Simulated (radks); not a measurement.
Neutral dysprosium inside a hard spherical wall (all orbitals vanish at R), configuration held at [Xe] 4f10 6s2 and not refilled when levels cross. All-electron calculation, scalar-relativistic Kohn-Sham, LDA (Slater exchange, VWN5 correlation), spin-unpolarised, spherical densities, finite nucleus; Fermi nuclear charge, rms radius 5.2218 fm. Program: a radial shooting solver on a logarithmic mesh with Libxc functionals. Eigenvalues in eV, with the zero of energy where the potential of the charges vanishes at infinity; a dash marks a level that is unbound or too diffuse for the functional's potential to be trusted. A positive occupied level is held by the wall or, in an anion where self-interaction has pushed it up, behind a barrier. The pressure on the wall is -dE/dV.

| R (bohr) | E (hartree) | kinetic (hartree) | e(5s) | e(5p) | e(6s) | e(4f) | e(5d, empty) | e(6p, empty) | pressure (GPa) |
|---|---|---|---|---|---|---|---|---|---|
| free | -12148.3077 | 13100.631 | -49.063 | -25.485 | -3.894 | -3.331 | -1.336 | -1.207 | 0 |
| 20 | -12148.3077 | 13100.631 | -49.063 | -25.485 | -3.894 | -3.331 | -1.336 | -1.206 | < 0.0001 |
| 10 | -12148.3054 | 13100.652 | -48.915 | -25.339 | -3.774 | -3.186 | -1.185 | -0.864 | 0.0519 |
| 8 | -12148.2921 | 13100.739 | -48.436 | -24.869 | -3.324 | -2.715 | -0.712 | 0.024 | 0.543 |
| 6 | -12148.2034 | 13101.151 | -46.874 | -23.358 | -1.311 | -1.155 | 0.953 | 3.396 | 6.52 |
| 3.5 | -12146.7002 | 13106.887 | -38.038 | -14.854 | 20.602 | 8.724 | 12.904 | 33.684 | 417 |
| 3 | -12144.9775 | 13113.323 | -31.817 | -8.322 | 40.578 | 16.238 | 22.313 | 58.323 | 1350 |
